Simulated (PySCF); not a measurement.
Computed data sheet: `NC(=O)COC=C`

C4H7NO2.
Atom-mapped SMILES: `[CH2:1]=[CH:2][O:3][CH2:4][C:5]([NH2:6])=[O:7]` (hydrogens: H8, H9 on C1; H10 on C2; H11, H12 on C4; H13, H14 on N6)

Structure used (GFN2-xTB), in Å, numbered top down from 1:
```xyz
14
C4H7NO2 angstrom
C      2.426    0.100    0.619
C      1.283   -0.133    1.242
O      0.026   -0.147    0.728
C     -0.109    0.120   -0.651
C     -1.574    0.072   -1.082
N     -2.437   -0.211   -0.092
O     -1.901    0.275   -2.229
H      3.348    0.076    1.167
H      2.495    0.318   -0.431
H      1.238   -0.351    2.301
H      0.283    1.115   -0.897
H      0.443   -0.618   -1.248
H     -3.421   -0.261   -0.293
H     -2.101   -0.370    0.842
```

Structural features include: amide, C=C double bond and ether.

From GFN2-xTB geometry:

```yaml
Point_group_of_the_GFN2-xTB_geometry: Cs
Rotational_constants_A_B_C_of_the_GFN2-xTB_geometry: 7.397, 1.418, 1.199 GHz
```

**PBE0/def2-SVPD ground state and vertical TDDFT (core frozen in the response) (PySCF)**

```yaml
Dipole_moment: 3.34 D
HOMO_energy: -7.26 eV
LUMO_energy: 0.45 eV
HOMO–LUMO_gap: 7.71 eV
Lowest_singlet_excitation: 5.88 eV (211 nm, f = 0.000)
Strongest_line_among_the_6_lowest_singlet_transitions: S6 at 7.26 eV (171 nm, f = 0.063)
Lowest_triplet_excitation_Tamm–Dancoff: 4.52 eV
Static_isotropic_polarisability: 65.5 au
Electronic_spatial_extent_⟨r²⟩_about_the_centre_of_nuclear_charge: 940 bohr²
```

PBE0/pcSseg-1 ground state and GIAO shieldings, non-relativistic (PySCF):

```yaml
Lowest_Hirshfeld_atomic_charge: -0.31 e on O7
Highest_Hirshfeld_atomic_charge: +0.17 e on C5
13C_chemical_shifts_computed_TMS_as_zero_by_class: 168.1 (C5), 158.1 (C2), 90.4 (C1), 68.3 (C4) ppm
1H_chemical_shifts_computed_TMS_as_zero_by_class: 6.75 (H10), 6.22 (H14), 4.73 (H13), 4.38 (H8), 4.24 (H9), 4.03 (H11/H12) ppm
Isotropic_shieldings_of_nuclei_other_than_C_and_H_by_class: 154 (N6), -56 (O7), 211 (O3) ppm
Mayer_bond_orders_between_heavy_atoms: C1–C2 1.90, C2–O3 1.02, O3–C4 0.87, C4–C5 0.96, C5–N6 1.24, C5–O7 1.95
```

Monoisotopic mass from the formula: 101.0477 u.

The rotational constants make it an asymmetric top with κ = (2B − A − C)/(A − C) = -0.93, nearer the prolate limit (−1). With B = h/(8π²I), that is 505.379 GHz u Å² over I, the principal moments of inertia are 68.3, 356.5 and 421.6 u Å² (most abundant isotopes); the inertial defect Ic − Ia − Ib is -3.2 u Å² (zero for a rigid planar frame, negative otherwise). The principal polarisabilities are 45.9, 68.1 and 82.4 au; their mean is the isotropic value. The vertical singlet–triplet gap S1 − T1 is 1.36 eV (TDDFT singlet less Tamm–Dancoff triplet). In wavenumbers S1 is 47400 cm⁻¹ (1 eV = 8065.54 cm⁻¹). No computed singlet falls in the visible range (750 to 380 nm, 1.65 to 3.26 eV); S1 lies 2.62 eV above its blue end.

The structure is a single GFN2-xTB conformer in the gas phase; no vibrational or solvent corrections.
